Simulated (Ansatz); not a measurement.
C$_{2}$H$_{8}$OSi$_{2}$, SMILES `C=C[SiH2][SiH2]O` at its PBE0-D4/def2-TZVP geometry, where that method's forces vanish. The species carries charge 0 and has multiplicity 1.

```xyz
13

C     1.7999   -1.5270   -0.3878
C     1.3787   -0.3962    0.1735
Si   -0.2262   -0.2278    1.1101
Si   -1.7419    0.9637   -0.2375
O    -0.9883    2.2269   -1.0004
H     1.2365   -2.4521   -0.3036
H     2.7283   -1.5824   -0.9497
H     1.9978    0.4930    0.0557
H     0.0114    0.4908    2.3937
H    -0.7597   -1.5872    1.4084
H    -2.3349    0.0183   -1.2303
H    -2.8445    1.5756    0.5465
H    -0.2570    2.0044   -1.5785
```

(1) What forces (eV/Å) does r2SCAN-D4/def2-TZVPP give on these atoms in the Gaussian-basis code of Ansatz? (An estimate is asked.)

## Answers

(1) The calculation gave: 
```
C1   0.087 -0.188 -0.103
C2  -0.086  0.159  0.099
Si3 -0.006 -0.017  0.032
Si4 -0.044 -0.038  0.014
O5   0.000  0.060 -0.009
H6   0.007  0.011 -0.001
H7  -0.007 -0.004  0.002
H8   0.006  0.009 -0.005
H9  -0.003 -0.005 -0.012
H10  0.010  0.017  0.002
H11 -0.003  0.008  0.018
H12  0.014 -0.010 -0.019
H13  0.025 -0.003 -0.016
```
